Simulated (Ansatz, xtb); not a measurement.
**Relative energy of two isomers of C7H5NS**

We compare X, `C#Cc1cnccc1S`, a singlet, with Y, `C#Cc1ccncc1S`, a singlet. Both are isolated molecules in the gas phase, relaxed with B3LYP/def2-SVP; the shapes shown needn't be the lowest conformers.

X (Å):

```yaml
atoms:
  - { symbol: C, position_ang: [-2.9294, 2.5742, -0.6615] }
  - { symbol: C, position_ang: [-2.0711, 1.7292, -0.4983] }
  - { symbol: C, position_ang: [-1.0702, 0.7285, -0.3056] }
  - { symbol: C, position_ang: [-1.4502, -0.6170, -0.0980] }
  - { symbol: C, position_ang: [0.7055, -1.3250, 0.0818] }
  - { symbol: C, position_ang: [1.2093, -0.0407, -0.1121] }
  - { symbol: C, position_ang: [0.3181, 1.0250, -0.3122] }
  - { symbol: N, position_ang: [-0.6000, -1.6185, 0.0904] }
  - { symbol: S, position_ang: [0.9850, 2.6395, -0.5548] }
  - { symbol: H, position_ang: [-3.6956, 3.3132, -0.8047] }
  - { symbol: H, position_ang: [-2.5189, -0.8601, -0.0906] }
  - { symbol: H, position_ang: [1.3977, -2.1605, 0.2386] }
  - { symbol: H, position_ang: [2.2880, 0.1317, -0.1078] }
  - { symbol: H, position_ang: [-0.2053, 3.2690, -0.6930] }
```

Y (Å):

```
atom    x (Å)    y (Å)    z (Å)
   C   1.2844   2.5868  -1.6691
   C   0.5471   1.7578  -1.1738
   C  -0.3209   0.7789  -0.5958
   C  -0.7721  -0.3131  -1.3639
   C  -1.6164  -1.2569  -0.7864
   C  -1.6135  -0.1575   1.2200
   C  -0.7591   0.8600   0.7500
   N  -2.0302  -1.1808   0.4835
   S  -0.3115   2.1448   1.8809
   H   1.9360   3.3144  -2.1162
   H  -0.4554  -0.4085  -2.4040
   H  -1.9741  -2.1103  -1.3730
   H  -1.9681  -0.1199   2.2575
   H   0.4674   2.8346   1.0163
```

Energies in hartree; the thermal terms are from GFN2-xTB frequencies at re-optimised GFN2-xTB minima (ideal gas, soft modes damped towards free rotors, one conformer each, 298.15 K, 1 atm) and include the zero-point energy:

```
                              X           Y
E, CCSD(T)/def2-SVP  −720.811545  −720.808713
    E, MP2/def2-SVP  −720.710111  −720.708411
  E, MP2/def2-TZVPP  −721.471866  −721.470176
  zero-point energy     0.092785     0.092697
       H(298 K) − E     0.102190     0.102140
       G(298 K) − E     0.059486     0.059345
```

Task: Correct the CCSD(T) difference for the basis set by the MP2 change, then work out ΔE, ΔE₀, ΔH and ΔG for X → Y in kJ/mol (1 Eh = 2625.50 kJ/mol) and the equilibrium ratio [Y]/[X].

Result: 1. Differences Y − X: CCSD(T) +0.002832, MP2 in the small set +0.001700, MP2 in the large set +0.001690 Eh.
2. ΔE = +0.002832 + (+0.001690 − (+0.001700)) = +0.002822 Eh = +7.41 kJ/mol.
3. ΔE₀ = ΔE + ΔZPE = +0.002822 + (−0.000088) Eh = +7.18 kJ/mol.
4. ΔH = ΔE + (−0.000050) Eh = +7.28 kJ/mol.
5. ΔG = ΔE + (−0.000141) Eh = +7.04 kJ/mol, so ΔS = (ΔH − ΔG)/T = +0.8 J/(mol K).
6. kT = 0.9442 mEh, so K = [Y]/[X] = exp(−ΔG/kT) = exp(−2.84) ≈ 0.058.

Structure X is favoured at this temperature. An error of 4 kJ/mol in ΔG would change K by a factor of 5. Mirror images and further conformers aren't counted.

As drawn, both hold the same kinds of bond in the same numbers.

Other levels gave ΔE = +4.5 (GFN2-xTB); +4.8 (HF/STO-3G, GFN2-xTB geometries); +8.4 (r2SCAN-D4/def2-SVP, GFN2-xTB geometries); +7.9 (B3LYP/def2-SVP); +12.0 (HF/def2-SVP); +4.5 (MP2/def2-SVP); +7.4 (CCSD(T)/def2-SVP) kJ/mol. The correlated steps freeze 13 core orbitals. Programs: Ansatz 0.2.0, xtb 6.7.1.
